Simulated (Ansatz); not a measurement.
Steps of a relaxation of C₅H₆F₂ (`FC1=CC(F)CC1`) with RKS PBE0-D4/def2-TZVP.

```sh
$ ansatz run in.yaml --threads 4 --pin off --events-out ev --progress --plain --max-ram 11315MiB
```

```yaml
crystal:
  periodic: [false, false, false]
  atoms:
    - {symbol: F, position_ang: [-1.369535, 0.554534, 2.196388]}
    - {symbol: C, position_ang: [-0.757052, 0.281288, 1.040736]}
    - {symbol: C, position_ang: [-1.334051, 0.280261, -0.177225]}
    - {symbol: C, position_ang: [-0.277865, 0.024525, -1.213588]}
    - {symbol: F, position_ang: [0.076951, 1.234089, -1.845677]}
    - {symbol: C, position_ang: [0.916681, -0.526466, -0.403577]}
    - {symbol: C, position_ang: [0.712821, -0.025737, 1.040888]}
    - {symbol: H, position_ang: [-2.380746, 0.530282, -0.394771]}
    - {symbol: H, position_ang: [-0.596132, -0.663868, -2.026887]}
    - {symbol: H, position_ang: [0.880748, -1.634434, -0.423671]}
    - {symbol: H, position_ang: [1.872947, -0.210051, -0.862761]}
    - {symbol: H, position_ang: [1.294111, 0.894698, 1.269606]}
    - {symbol: H, position_ang: [0.981624, -0.773922, 1.815239]}
basis:
  gaussian: {orbitals: def2-TZVP}
hamiltonian: {xc: pbe0, dispersion: d4}
relax: {f_tol: 0.005, max_steps: 150}
```

Positions (Å) and forces (eV/Å) along the path, 10 of 10 steps:

```xyz
13
step=1 energy=-10709.0372 eV
F    -1.370    0.555    2.196    0.217   -0.120   -0.463
C    -0.757    0.281    1.041   -0.224    0.005   -0.790
C    -1.334    0.280   -0.177    0.162    0.191    0.737
C    -0.278    0.025   -1.214   -0.092   -0.299    0.026
F     0.077    1.234   -1.846   -0.109   -0.376    0.164
C     0.917   -0.526   -0.404    0.139   -0.066   -0.176
C     0.713   -0.026    1.041    0.051    0.079    0.266
H    -2.381    0.530   -0.395    0.572   -0.148    0.116
H    -0.596   -0.664   -2.027    0.191    0.441    0.413
H     0.881   -1.634   -0.424    0.003    0.544    0.002
H     1.873   -0.210   -0.863   -0.466   -0.135    0.262
H     1.294    0.895    1.270   -0.294   -0.447   -0.132
H     0.982   -0.774    1.815   -0.151    0.330   -0.425
13
step=2 energy=-10709.0951 eV
F    -1.364    0.550    2.180    0.075   -0.009   -0.141
C    -0.752    0.287    1.029   -0.020   -0.051   -0.174
C    -1.325    0.291   -0.173    0.068    0.008    0.183
C    -0.280    0.015   -1.203    0.004   -0.018    0.003
F     0.072    1.211   -1.850   -0.036   -0.091    0.010
C     0.917   -0.518   -0.403   -0.029   -0.051   -0.046
C     0.708   -0.028    1.036    0.002    0.046    0.103
H    -2.361    0.534   -0.386    0.158   -0.036    0.015
H    -0.598   -0.667   -2.003    0.049    0.117    0.132
H     0.890   -1.614   -0.426    0.026    0.152    0.004
H     1.862   -0.194   -0.851   -0.155   -0.030    0.063
H     1.287    0.877    1.271   -0.084   -0.141   -0.031
H     0.964   -0.780    1.793   -0.057    0.102   -0.122
13
step=3 energy=-10709.1010 eV
F    -1.357    0.561    2.172   -0.006   -0.010    0.002
C    -0.749    0.284    1.026    0.028    0.034    0.033
C    -1.319    0.291   -0.171   -0.002    0.004   -0.020
C    -0.280    0.013   -1.201   -0.010    0.004    0.015
F     0.065    1.203   -1.858   -0.005   -0.018    0.006
C     0.915   -0.514   -0.402   -0.002   -0.009   -0.003
C     0.705   -0.032    1.037   -0.025    0.010   -0.013
H    -2.349    0.536   -0.384   -0.017    0.008   -0.010
H    -0.598   -0.670   -1.991   -0.003   -0.016   -0.010
H     0.900   -1.605   -0.429    0.013   -0.005   -0.011
H     1.851   -0.180   -0.848    0.020    0.013   -0.005
H     1.284    0.865    1.277    0.008    0.005    0.014
H     0.954   -0.787    1.786    0.001   -0.021    0.003
13
step=4 energy=-10709.1017 eV
F    -1.357    0.564    2.172   -0.002    0.011    0.008
C    -0.748    0.290    1.026    0.003   -0.022    0.018
C    -1.319    0.294   -0.171    0.000    0.002   -0.011
C    -0.281    0.011   -1.200   -0.003    0.023   -0.002
F     0.061    1.196   -1.865    0.000    0.001   -0.013
C     0.916   -0.511   -0.403   -0.009   -0.017    0.010
C     0.704   -0.034    1.038   -0.002    0.020   -0.008
H    -2.349    0.541   -0.385   -0.011    0.005   -0.007
H    -0.601   -0.678   -1.986   -0.008   -0.016   -0.005
H     0.909   -1.602   -0.433    0.015   -0.011   -0.005
H     1.851   -0.170   -0.848    0.007    0.014   -0.004
H     1.286    0.859    1.285    0.014    0.004    0.013
H     0.947   -0.795    1.783   -0.004   -0.015    0.008
13
step=5 energy=-10709.1027 eV
F    -1.355    0.575    2.172   -0.002    0.014    0.015
C    -0.747    0.296    1.027   -0.016   -0.023   -0.022
C    -1.319    0.302   -0.170    0.005   -0.013    0.009
C    -0.285    0.004   -1.200    0.002    0.032   -0.027
F     0.051    1.181   -1.884    0.002    0.013   -0.023
C     0.920   -0.504   -0.404   -0.001   -0.030    0.020
C     0.702   -0.040    1.041    0.028    0.007    0.007
H    -2.347    0.555   -0.386    0.003   -0.001    0.002
H    -0.608   -0.696   -1.974   -0.007   -0.003    0.010
H     0.934   -1.595   -0.443    0.011    0.002    0.001
H     1.849   -0.143   -0.846   -0.021    0.008    0.002
H     1.291    0.844    1.305    0.001   -0.010    0.003
H     0.933   -0.814    1.777   -0.007    0.004    0.002
13
step=6 energy=-10709.0962 eV rejected
F    -1.353    0.586    2.172   -0.005   -0.044   -0.039
C    -0.745    0.296    1.027    0.050    0.067    0.117
C    -1.314    0.307   -0.170   -0.042    0.165   -0.075
C    -0.285    0.012   -1.204   -0.007   -0.268    0.124
F     0.052    1.164   -1.925   -0.034   -0.025    0.154
C     0.919   -0.502   -0.401    0.030    0.200   -0.058
C     0.703   -0.050    1.050   -0.116    0.001   -0.112
H    -2.342    0.562   -0.386   -0.005    0.014    0.018
H    -0.617   -0.707   -1.953   -0.026   -0.058   -0.112
H     0.962   -1.590   -0.456   -0.032   -0.021   -0.015
H     1.826   -0.108   -0.851    0.170   -0.010    0.027
H     1.297    0.825    1.329    0.010    0.009   -0.012
H     0.918   -0.830    1.783    0.007   -0.031   -0.017
13
step=7 energy=-10709.1031 eV
F    -1.354    0.591    2.169    0.011   -0.007    0.010
C    -0.746    0.300    1.026   -0.012   -0.008   -0.016
C    -1.317    0.306   -0.171    0.005   -0.011    0.018
C    -0.287    0.002   -1.201    0.001   -0.007    0.011
F     0.045    1.172   -1.896    0.002   -0.004   -0.012
C     0.922   -0.500   -0.404   -0.002    0.006   -0.002
C     0.700   -0.046    1.043    0.000    0.014    0.003
H    -2.346    0.558   -0.384   -0.001    0.012   -0.010
H    -0.614   -0.706   -1.967    0.004    0.002   -0.001
H     0.955   -1.590   -0.451   -0.008   -0.005   -0.004
H     1.845   -0.122   -0.844    0.002    0.009    0.000
H     1.297    0.830    1.320    0.004   -0.001    0.000
H     0.921   -0.828    1.774   -0.007    0.000    0.003
13
step=8 energy=-10709.1033 eV
F    -1.354    0.590    2.170    0.006    0.001    0.006
C    -0.746    0.300    1.027   -0.006    0.008   -0.004
C    -1.317    0.309   -0.170    0.001    0.009    0.001
C    -0.289   -0.001   -1.201    0.003    0.001    0.007
F     0.041    1.162   -1.909   -0.002   -0.001   -0.001
C     0.923   -0.497   -0.404    0.009    0.005   -0.002
C     0.700   -0.048    1.045   -0.006   -0.015    0.000
H    -2.342    0.573   -0.385   -0.002   -0.008   -0.003
H    -0.617   -0.716   -1.960   -0.001   -0.001   -0.002
H     0.967   -1.586   -0.456   -0.003    0.001    0.000
H     1.842   -0.107   -0.843    0.002    0.000    0.001
H     1.298    0.823    1.329   -0.003    0.001   -0.003
H     0.915   -0.835    1.772    0.002    0.000    0.000
13
step=9 energy=-10709.1033 eV
F    -1.353    0.591    2.171    0.002    0.001    0.003
C    -0.746    0.302    1.027   -0.006    0.000   -0.003
C    -1.316    0.311   -0.170   -0.003   -0.001    0.000
C    -0.289   -0.001   -1.201    0.001    0.002   -0.004
F     0.040    1.161   -1.911   -0.001    0.000    0.001
C     0.924   -0.496   -0.404    0.004   -0.003    0.002
C     0.699   -0.049    1.045    0.004   -0.001    0.000
H    -2.343    0.570   -0.385    0.003    0.000   -0.001
H    -0.618   -0.717   -1.958   -0.002    0.000    0.001
H     0.967   -1.585   -0.457    0.001    0.002    0.000
H     1.843   -0.106   -0.843   -0.003   -0.001    0.002
H     1.298    0.822    1.330   -0.001   -0.001    0.000
H     0.913   -0.837    1.772    0.000    0.002   -0.001
13
step=10 energy=-10709.1033 eV
F    -1.352    0.591    2.171    0.000    0.000    0.001
C    -0.746    0.302    1.027    0.002   -0.001   -0.001
C    -1.316    0.311   -0.170   -0.001    0.000   -0.002
C    -0.289   -0.001   -1.201   -0.001   -0.002    0.001
F     0.040    1.161   -1.911    0.000    0.002   -0.001
C     0.924   -0.496   -0.404   -0.003    0.001    0.001
C     0.699   -0.049    1.045   -0.002    0.000    0.001
H    -2.343    0.571   -0.386    0.002    0.000    0.000
H    -0.618   -0.717   -1.959    0.000    0.001    0.002
H     0.968   -1.585   -0.457    0.001   -0.001    0.000
H     1.842   -0.106   -0.842    0.002    0.000   -0.001
H     1.298    0.822    1.330    0.000    0.000    0.000
H     0.913   -0.837    1.772    0.000    0.000    0.000
```

It took 88 s on 4 threads of an Arm Neoverse N1 on a shared host, with 0.79 GiB of host memory at the peak.
